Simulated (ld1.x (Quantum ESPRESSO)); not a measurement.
# Transferability test, PAW potential for aluminium

Al (Z = 13), PAW, made with ld1.x (Quantum ESPRESSO) 7.5 (LDA (PZ), non-relativistic). Core [Ne], reference 3s1.75 3p1.25. Waves: 3s (bound): rcut 1.85, rcutus 2.10 bohr; 3s channel at 1.45 Ry: rcut 1.85, rcutus 2.10 bohr; 3p (bound): rcut 2.30, rcutus 2.60 bohr; 3p channel at 0.25 Ry: rcut 2.30, rcutus 2.60 bohr; 3d channel at 0.25 Ry: rcut 2.20, rcutus 2.35 bohr; 3d channel at 1.6 Ry: rcut 2.20, rcutus 2.35 bohr. Local part: all-electron potential smoothed inside 1.60 bohr (lloc = -2). Core correction: Bessel-smoothed model core inside 1.10 bohr. Augmentation charge: PSQ, inside the norm-conserving radii.

Energies are relative to the spin-unpolarised reference configuration 3s1.75 3p1.25; without spin polarisation the order of configurations can differ from experiment. Spin-polarised rows fill each open shell by Hund’s rule, majority spin first. The frozen-core shift is the all-electron ΔE with the core orbitals held at their reference shape minus the fully relaxed ΔE.

```json
{"valence configuration": "3s2 3p1", "charge": "0", "ΔE all-electron (eV)": "-1.261", "error AE − PS (meV)": "-0.1", "frozen-core shift (meV)": "+0.1"}
{"valence configuration": "3s2 3p0", "charge": "+1", "ΔE all-electron (eV)": "4.596", "error AE − PS (meV)": "-0.6", "frozen-core shift (meV)": "+0.7"}
{"valence configuration": "3s1 3p0", "charge": "+2", "ΔE all-electron (eV)": "23.938", "error AE − PS (meV)": "-22", "frozen-core shift (meV)": "+23"}
{"valence configuration": "3s2 3p0.5", "charge": "+0.5", "ΔE all-electron (eV)": "0.869", "error AE − PS (meV)": "0.0", "frozen-core shift (meV)": "0.0"}
{"valence configuration": "3s1 3p1", "charge": "+1", "ΔE all-electron (eV)": "10.376", "error AE − PS (meV)": "-3.4", "frozen-core shift (meV)": "+3.9"}
{"valence configuration": "3s0 3p3", "charge": "0", "ΔE all-electron (eV)": "9.174", "error AE − PS (meV)": "-3.1", "frozen-core shift (meV)": "+4.3"}
{"valence configuration": "3s1.75 3p1.25 (spin-polarised)", "charge": "0", "ΔE all-electron (eV)": "-0.328", "error AE − PS (meV)": "-0.4", "frozen-core shift (meV)": "+0.4"}
```

Task: What are ΔE and the potential's error for 3s2 3p1 (spin-polarised)?

Result: ΔE = -1.397 eV all-electron; the error (AE − PS) is -0.1 meV.

Task: What are ΔE and the potential's error for 3s1 3p2?

Result: ΔE = 3.861 eV all-electron; the error (AE − PS) is -0.6 meV.
